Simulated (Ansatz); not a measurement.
System: InBr2, charge 0, doublet. InBr2 (SMILES [Br][In][Br], doublet).
B3LYP-D3(BJ)/def2-TZVP minimum from Ansatz (a first-principles code):
```xyz
3

In     0.6282     0.3100     0.2149
Br    -0.7784     1.4524    -1.5685
Br    -0.1011    -1.8864     1.2676
```
Charge 0, spin multiplicity 2.

Total energies in def2-SVP, 17 correlated electrons, 37 frozen orbitals. Open shells are spin-unrestricted; no spin-orbit coupling. Correlated methods leave the cores frozen (noble-gas shells, and filled d and f shells in the p block). Past Kr the def2 sets carry scalar-relativistic core potentials. Spin-orbit terms, left out, reach several kcal/mol for Br and I, and more for heavier atoms. The spin of Br2In ([Br][In][Br], doublet) was assumed, and the state is the lowest solution found for it.

```csv
method,program,energy (Eh),minus CCSDT(Q) (mEh)
HF,Ansatz,-5333.52404,305.23
MP2,Ansatz,-5333.79480,34.47
CCSD,Ansatz,-5333.81997,9.29
CCSD(T),Ansatz,-5333.82768,1.59
CCSDT(Q),Ansatz,-5333.82927,0.00
```

Rough core times of Ansatz's runs on a shared machine: CCSD(T) 20 s, CCSDT(Q) 5 min.
